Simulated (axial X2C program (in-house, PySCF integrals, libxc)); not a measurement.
Outer orbitals of BaN⁺ at 2.221 Å, PBE0

Calculated with an axial X2C code built on PySCF integrals. Spin-free means the one-electron spin-free X2C Hamiltonian; two-component (2c) means X2C with spin–orbit coupling and atomic mean-field two-electron Coulomb and Gaunt terms, so the difference of the two also holds small scalar two-electron terms. Basis: Ba dyall-cv3z [14s14p9d5f1g], N dyall-av3z [7s7p3d2f] (cores contracted in-house); Gaussian nuclei, density fitting, unrestricted open shells. Masses: Ba 137.905 u, N 14.003 u.

The distance is close to the 2c PBE0 minimum; the highest filled and lowest empty levels are listed.

Spin-free orbitals, state M_S = 1, Λ = 1 (beyond evenly filled blocks: σα, π+α, π+β, π-α) (Löwdin shares):

| symmetry | occupied | ε (eV) | atomic character |
| --- | --- | --- | --- |
| σα | yes | -27.31 | 49% Ba p, 40% N s, 4% N p |
| σβ | yes | -25.85 | 75% Ba p, 16% N s, 5% N p |
| π-α | yes | -25.06 | 96% Ba p |
| π+α | yes | -25.06 | 96% Ba p |
| π+β | yes | -25.00 | 96% Ba p |
| π-β | yes | -24.96 | 96% Ba p |
| σα | yes | -22.90 | 41% N s, 41% Ba p, 6% Ba d |
| σβ | yes | -20.27 | 62% N s, 19% Ba p, 10% Ba d |
| σα | yes | -12.94 | 78% N p, 13% Ba d, 5% Ba p |
| π-α | yes | -12.43 | 85% N p, 10% Ba d, 4% Ba f |
| π+α | yes | -12.43 | 85% N p, 10% Ba d, 4% Ba f |
| π+β | yes | -10.34 | 75% N p, 20% Ba d, 4% Ba f |
| π-β | no | -7.51 | 63% N p, 32% Ba d, 2% Ba f |
| σβ | no | -6.99 | 57% N p, 31% Ba d, 6% Ba p |
| σα | no | -6.06 | 71% Ba s, 10% Ba d, 7% N p |
| σβ | no | -6.02 | 71% Ba s, 9% Ba d, 8% N p |

Spinors with spin–orbit coupling (state Ω = 2):

| ω | occupied | ε (eV) | atomic character | λ mixture |
| --- | --- | --- | --- | --- |
| 1/2 | yes | -27.55 | 59% Ba p, 31% N s, 4% N p | 88% σ, 12% π |
| -1/2 | yes | -26.67 | 88% Ba p, 6% N s, 3% N p | 52% σ, 48% π |
| 1/2 | yes | -25.64 | 81% Ba p, 14% N s | 82% π, 18% σ |
| -1/2 | yes | -24.99 | 82% Ba p, 11% N s, 3% N p | 51% π, 49% σ |
| 3/2 | yes | -24.39 | 96% Ba p | 100% π |
| -3/2 | yes | -24.28 | 96% Ba p | 100% π |
| 1/2 | yes | -22.74 | 47% Ba p, 36% N s, 5% N p | 94% σ, 6% π |
| -1/2 | yes | -20.23 | 61% N s, 20% Ba p, 10% Ba d | 99% σ, 1% π |
| 1/2 | yes | -12.95 | 78% N p, 13% Ba d, 5% Ba p | 100% σ |
| -1/2 | yes | -12.45 | 85% N p, 10% Ba d, 4% Ba f | 100% π |
| 3/2 | yes | -12.42 | 85% N p, 10% Ba d, 4% Ba f | 100% π |
| 1/2 | yes | -10.36 | 75% N p, 20% Ba d, 4% Ba f | 100% π |
| -3/2 | no | -7.51 | 63% N p, 32% Ba d, 2% Ba f | 100% π |
| -1/2 | no | -7.00 | 57% N p, 31% Ba d, 6% Ba p | 100% σ |
| 1/2 | no | -6.07 | 71% Ba s, 10% Ba d, 7% N p | 100% σ |
| -1/2 | no | -6.02 | 71% Ba s, 9% Ba d, 8% N p | 100% σ |

Mulliken charges and populations of the two-component result (they depend on the basis, above all on diffuse functions):

Ba 1.65 e (s 9.96 p 23.91 d 20.44 f 0.04), N -0.65 e (s 4.01 p 3.60 d 0.03). ⟨Lz⟩ = 1.00 ħ and ⟨Sz⟩ = 1.00 ħ (0.04 and 0.96 on the two atoms), which add up to Ω.

Density functionals use the spin component along the axis (collinear). The functionals have no current-density term, which raises determinants with orbital currents, atoms included. The state is one determinant with fixed occupations, lowest in a PBE0 search at one distance only: followed along the bond, the spin-free determinant M_S = 1, Λ = 0 reaches 0.06 eV lower at PBE0, at Re = 2.369 Å, so the state shown is not the lowest. With several unpaired electrons one determinant need not be a pure state. A state of lower Ω lies just above, and one determinant can place such states too high, so the state shown need not be the lowest. The search has Ω = 1 only 0.10 eV up. Open-shell Ω = 0 determinants with evenly filled partner blocks cannot be reached by this program, so the Ω shown need not be the lowest component.
